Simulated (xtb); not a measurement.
HO2, charge -1, singlet, at a GFN2-xTB geometry; GFN1-xTB with ALPB(water) (xtb).

Here is a job for xtb.
```
$ xtb mol.xyz --gfn 1 --chrg -1 --alpb water --json

# file mol.xyz
3

O      0.05490534     0.78093785    -0.03251581
O      0.03987144    -0.67586595    -0.02806914
H     -0.75821429    -0.84057518     0.48467963
```

The log (banner, timings and long lists left out):

```
   ID    Z sym.   atoms
    1    8 O      1, 2
    2    1 H      3

           -------------------------------------------------
          |                Calculation Setup                |
           -------------------------------------------------

           -------------------------------------------------
          |                 G F N 1 - x T B                 |
           -------------------------------------------------

      * Solvation model:               ALPB
        Solvent                        water
        Parameter file                 internal GFN1-xTB/ALPB
        Dielectric constant                8.0200E+01
        Reference state                gsolv [1 M gas/solution]
        Free energy shift                  4.2456E-03 Eh       2.6642E+00 kcal/mol
        Temperature                        2.9815E+02 K
        Density                            1.0000E+00 kg/L
        Solvent mass                       1.8000E+01 g/mol
        Interaction kernel             P16
        Born radius scaling (c1)           1.9452E+00
        Born radii integrator          GBOBC
        Born offset                        0.0000E+00 a0       0.0000E+00 AA
        H-bond correction              true
        Ion screening                  false
        Surface tension                    1.0000E-05 Eh       1.5569E+01 dyn/cm
        Grid points                               230 per atom

          ...................................................
          :                      SETUP                      :
          :.................................................:
          :  # basis functions                  10          :
          :  # atomic orbitals                  10          :
          :  # shells                            6          :
          :  # electrons                        14          :
          :  # halogen bonds                     0          :
          :  max. iterations                   250          :
          :  Hamiltonian                  GFN1-xTB          :
          :  restarted?                      false          :
          :  GBSA solvation                   true          :
          :  PC potential                    false          :
          :  electronic temp.          300.0000000     K    :
          :  accuracy                    1.0000000          :
          :  -> integral cutoff          0.2500000E+02      :
          :  -> integral neglect         0.1000000E-07      :
          :  -> SCF convergence          0.1000000E-05 Eh   :
          :  -> wf. convergence          0.2000000E-04 e    :
          :  Broyden damping             0.4000000          :
          :  net charge                         -1          :
          :  unpaired electrons                  0          :
          ...................................................

 iter      E             dE          RMSdq      gap      omega  full diag
   1    -10.1130793 -0.101131E+02  0.551E+00    7.82       0.0  T
   2    -10.1241330 -0.110537E-01  0.317E+00    7.26       1.0  T
   3    -10.1245444 -0.411406E-03  0.678E-01    6.78       1.0  T
   4    -10.1246048 -0.604245E-04  0.891E-02    6.79       1.0  T
   5    -10.1246087 -0.386818E-05  0.415E-03    6.83      13.9  T
   6    -10.1246087 -0.378671E-07  0.722E-05    6.83     799.4  T
   7    -10.1246087 -0.237144E-11  0.379E-05    6.83    1522.2  T

   *** convergence criteria satisfied after 7 iterations ***

         :::::::::::::::::::::::::::::::::::::::::::::::::::::
         ::                     SUMMARY                     ::
         :::::::::::::::::::::::::::::::::::::::::::::::::::::
         :: total energy             -10.105647158427 Eh    ::
         :: total w/o Gsasa/hb       -10.101406644480 Eh    ::
         :: gradient norm              0.023687493525 Eh/a0 ::
         :: HOMO-LUMO gap              6.831681571736 eV    ::
         ::.................................................::
         :: SCC energy               -10.124608697563 Eh    ::
         :: -> electrostatic           0.301592396242 Eh    ::
         :: -> Gsolv                  -0.112534727455 Eh    ::
         ::    -> Gelec               -0.108294213509 Eh    ::
         ::    -> Gsasa                0.001950324101 Eh    ::
         ::    -> Ghb                 -0.010436444719 Eh    ::
         ::    -> Gshift               0.004245606671 Eh    ::
         :: repulsion energy           0.019160196759 Eh    ::
         :: dispersion energy         -0.000198657623 Eh    ::
         :: halogen bond corr.         0.000000000000 Eh    ::
         :: add. restraining           0.000000000000 Eh    ::
         :: total charge              -1.000000000000 e     ::
         :::::::::::::::::::::::::::::::::::::::::::::::::::::

           -------------------------------------------------
          |                Property Printout                |
           -------------------------------------------------

    * Orbital Energies and Occupations

         #    Occupation            Energy/Eh            Energy/eV
      -------------------------------------------------------------
         1        2.0000           -0.6678518             -18.1732
         2        2.0000           -0.5675112             -15.4428
         3        2.0000           -0.4856952             -13.2164
         4        2.0000           -0.4304473             -11.7131
         5        2.0000           -0.4284098             -11.6576
         6        2.0000           -0.2865384              -7.7971
         7        2.0000           -0.2700175              -7.3475 (HOMO)
         8                         -0.0189578              -0.5159 (LUMO)
         9                          0.0400864               1.0908
        10                          0.4825439              13.1307
      -------------------------------------------------------------
                  HL-Gap            0.2510597 Eh            6.8317 eV
             Fermi-level           -0.1444876 Eh           -3.9317 eV

  Mulliken/CM5 charges         n(s)   n(p)   n(d)
     1O    -0.78348 -0.80037   1.853  4.931  0.000
     2O    -0.52783 -0.69378   1.742  4.786  0.000
     3H     0.31131  0.49415   0.689  0.000  0.000

Wiberg/Mayer (AO) data.
largest (>0.10) Wiberg bond orders for each atom

 ---------------------------------------------------------------------------
     #   Z sym  total        # sym  WBO       # sym  WBO       # sym  WBO
 ---------------------------------------------------------------------------
     1   8 O    0.993 --     2 O    0.962
     2   8 O    1.865 --     1 O    0.962     3 H    0.903
     3   1 H    0.934 --     2 O    0.903
 ---------------------------------------------------------------------------

Topologies differ in total number of bonds
Writing topology from bond orders to xtbtopo.mol

 dipole moment from electron density (au)
     X       Y       Z
  -0.8356  -1.1893   0.5332  total (Debye):    3.935

           -------------------------------------------------
          | TOTAL ENERGY              -10.105647158427 Eh   |
          | GRADIENT NORM               0.023687493525 Eh/α |
          | HOMO-LUMO GAP               6.831681571736 eV   |
           -------------------------------------------------

normal termination of xtb
```
